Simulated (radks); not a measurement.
Question: Co I, 27 electrons, occupied as [Ar] 3d6 4s2 4p1 (not the ground configuration). Method: scalar-relativistic Kohn-Sham, PBE, spin-polarised, spherical densities, point nucleus; open shells are filled with parallel spins first; computed with a radial shooting solver on a logarithmic mesh with Libxc functionals. Some entries of the table are withheld. Estimate them.

orbital,occ.,eigenvalue (eV),<r^2> (bohr^2)
1s up,1,-7600.544,0.004247
1s down,1,-7600.526,0.004247
2s up,1,-908.2449,0.07717
2s down,1,-906.0151,0.07691
2p up,3,-778.8527,0.06230
2p down,3,-777.1568,0.06203
3s up,1,-112.0352,0.6796
3s down,1,-107.2610,0.6855
3p up,3,-75.0463,(1)
3p down,3,-70.3691,(2)
3d up,5,-16.7286,(3)
3d down,1,-12.3821,(4)
4s up,1,-8.2950,7.789
4s down,1,-6.8509,8.462
4p up,1,-2.9827,14.82
4p down,0,-1.9623,17.31

Answer: 
(1) 3p up <r^2> (bohr^2): 0.7632
(2) 3p down <r^2> (bohr^2): 0.7748
(3) 3d up <r^2> (bohr^2): 1.206
(4) 3d down <r^2> (bohr^2): 1.347
